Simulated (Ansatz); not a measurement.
GeSe₂⁻. Total charge -1; doublet. Geometry r2SCAN-D4/def2-TZVPD.

```xyz
3

Ge   -0.514    0.321    0.132
Se    0.217   -0.991    1.802
Se    0.297    0.670   -1.934
```

The structure comes from a short search, and lower isomers may exist.

Estimate the α-spin orbital energies around the gap (eV) in Ansatz with revPBE-D4/def2-TZVPD, r2SCAN-D4/def2-TZVPD, r2SCANh-D4/def2-TZVPD, PBE0-D4/def2-TZVPD, ωB97X-V/def2-TZVPD.


| orbital | revPBE-D4/def2-TZVPD | r2SCAN-D4/def2-TZVPD | r2SCANh-D4/def2-TZVPD | PBE0-D4/def2-TZVPD | ωB97X-V/def2-TZVPD |
| --- | --- | --- | --- | --- | --- |
| HOMO−5 | -3.28 | -3.64 | -4.07 | -4.50 | -6.71 |
| HOMO−4 | -2.16 | -2.52 | -2.95 | -3.39 | -5.76 |
| HOMO−3 | -2.09 | -2.42 | -2.81 | -3.21 | -5.48 |
| HOMO−2 | -1.15 | -1.43 | -1.78 | -2.15 | -4.20 |
| HOMO−1 | -1.00 | -1.28 | -1.66 | -2.08 | -4.20 |
| HOMO | -0.20 | -0.52 | -0.89 | -1.23 | -3.22 |
| LUMO | 1.77 | 1.71 | 1.94 | 2.31 | 4.13 |
| LUMO+1 | 2.79 | 3.25 | 3.39 | 3.25 | 4.15 |
| LUMO+2 | 2.86 | 3.47 | 3.53 | 3.29 | 4.16 |
| LUMO+3 | 3.44 | 4.05 | 4.15 | 3.88 | 4.91 |
| LUMO+4 | 3.60 | 4.21 | 4.32 | 4.04 | 5.03 |
| LUMO+5 | 3.77 | 4.26 | 4.33 | 4.22 | 5.07 |
| β HOMO | -0.83 | -1.08 | -1.43 | -1.81 | -3.86 |
| β LUMO | 0.52 | 0.61 | 0.88 | 1.13 | 2.80 |
